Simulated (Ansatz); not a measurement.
A series at Ta: from `[O]=[Ta]([Cl])([Cl])[Cl]`, ligands are replaced one by one, each step taking up H₂O and setting free HCl; n counts the steps. Ansatz, PBE0-D4/def2-TZVP geometries. Each molecule was computed in one conformer, which needn't be the lowest.

| n | molecule | zero-point energy, PBE0-D4/def2-TZVP (kJ/mol) |
| --- | --- | --- |
| 0 | `[O]=[Ta]([Cl])([Cl])[Cl]` | 18.2 |
| 1 | `[O]=[Ta]([OH])([Cl])[Cl]` | ? |
| 2 | `[O]=[Ta]([OH])([OH])[Cl]` | 78.1 |
| 3 | `[O]=[Ta]([OH])([OH])[OH]` | 106.4 |

Task: By hand: fit a straight line y = ȳ + b (n − n̄) to the 3 given rows and predict n = 1.

Result: n̄ = 1.667, ȳ = 67.57; Σ(n − n̄)(y − ȳ) = 137.57, Σ(n − n̄)² = 4.667, so b = 29.48 kJ/mol a step. Prediction: 67.57 + (29.48) × (-0.667) = 47.9 kJ/mol.

Task: By hand: compare with the computed value, 48.7 kJ/mol, and give the steps along the whole series.

Result: The line misses by 0.8 kJ/mol (computed minus predicted). Steps: 30.5, 29.4, 28.3 kJ/mol.

The steps differ by at most 2.2 kJ/mol, 7 % of a mean step, so the ligands' effects nearly add and a line is close. The miss is 0.9 % of the series' range.
